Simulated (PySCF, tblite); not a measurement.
Species: C6H13PSi.
Numbering: `[CH3:1][C:2]1=[C:3]([CH3:4])[CH2:5][P:6]([SiH3:7])[CH2:8]1` (hydrogens: H9, H10, H11 on C1; H12, H13, H14 on C4; H15, H16 on C5; H17, H18, H19 on Si7; H20, H21 on C8)

Structure optimised with GFN2-xTB, isolated species.

Problem. Give the optimised bond lengths and angles.

Solution. 
```tsv
bond	length (bohr)
C1–C2, C3–C4	2.824
C2=C3	2.512
C5–P6, P6–C8	3.521
P6–Si7	4.235
C2–C8, C3–C5	2.847
C1–H9 and 5 like bonds	2.057
C5–H15 and 3 like bonds	2.069
Si7–H17, Si7–H18, Si7–H19	2.768
```

Bonds in one row agree within 0.02 bohr and their mean is given. A selection of angles:
```tsv
angle	degrees
C1–C2–C3	128.1
C1–C2–C8	116.4
C3–C2–C8	115.5
C3–C5–P6	106.6
C5–P6–Si7	98.0
C5–P6–C8	89.7
```

Dihedral angles: C1–C2–C3–C4 0° (synperiplanar); C2–C3–C5–P6 17° (synperiplanar); C3–C5–P6–Si7 77° (synclinal); C5–P6–C8–C2 21° (synperiplanar); C1–C2–C8–P6 165° (antiperiplanar). The mirror-image conformer, all signs reversed, is as good.

The 5-membered ring C2–C3–C5–P6–C8 has internal angles of 89.7° to 115.6°; it is puckered, 0.13 Å rms from its mean plane, widest ring torsion 21°. P6 (three-coordinate phosphorus) is pyramidal (angles 98.0°, 97.9° and 89.7°, sum 285.6°, 1.03 Å off the plane of its three neighbours). The 5 C–C bonds span 1.329 Å (C2=C3, drawn double) to 1.507 Å (C2–C8, drawn single), a spread of 0.178 Å. Si7 (SiH3 silicon) is distorted tetrahedral (angles from 107.0° to 115.3°). Of the pairs four or more bonds apart, H10···H13 is among the closest relative to their van der Waals radii: 2.10 Å, 87 % of the sum of Bondi's values.

Point group: near Cs, missed by 0.10 Å at most; the miss may be what the optimiser left on a soft mode. Its GFN2-xTB frequencies are all real (lowest 66 cm⁻¹). One conformer, not necessarily the lowest.

These are computed values.
